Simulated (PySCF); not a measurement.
## One molecule, a ladder of functionals, a line

Molecule: `InChI=1S/CH6BClSi/c2-1-4-3/h1-2,4H2`.

Numbering as in the mapped SMILES `[BH2:1][CH2:2][SiH2:3][Cl:4]` (H(Xn): hydrogen on atom n).

GIAO shieldings (ppm, equivalent atoms averaged) in PySCF 2.14 on the PBE0-D3(BJ)/def2-SVP geometry, basis pcSseg-2, gas phase, non-relativistic:

| functional | exact exchange (%) | σ(B1) | σ(C2) | σ(Si3) | σ(Cl4) |
| --- | --- | --- | --- | --- | --- |
| BLYP | 0 | 3.5 | 134.6 | 329.5 | 943.9 |
| BP86 | 0 | 6.4 | 139.0 | 339.6 | 953.4 |
| PBE | 0 | 4.2 | 138.6 | 341.4 | 953.2 |
| B3LYP | 20 | 8.8 | 142.1 | 343.0 | 962.7 |
| mPW1PW91 | 25 | 12.3 | 147.8 | 356.3 | 975.0 |
| BHandHLYP | 50 | 17.3 | 151.4 | 363.5 | 985.0 |
| HF | 100 | 34.5 | 165.4 | 401.6 | 1015.5 |

Question: Fit each shielding as a line in the percentage of exact exchange.

Answer: σ(B1) = 4.3 + 0.29 x (rms 1.2 ppm); σ(C2) = 137.8 + 0.28 x (rms 1.8 ppm); σ(Si3) = 335.8 + 0.64 x (rms 4.8 ppm); σ(Cl4) = 951.5 + 0.66 x (rms 4.2 ppm). The functionals also differ in their semilocal parts, which the line can't hold; Hartree–Fock has no correlation at all.

Question: What does the line predict for PBE0 (25 %), and what does the run give?

Answer: σ(B1): 11.5 predicted, 11.4 computed; σ(C2): 144.8 predicted, 147.8 computed; σ(Si3): 351.8 predicted, 357.9 computed; σ(Cl4): 968.0 predicted, 975.7 computed ppm.
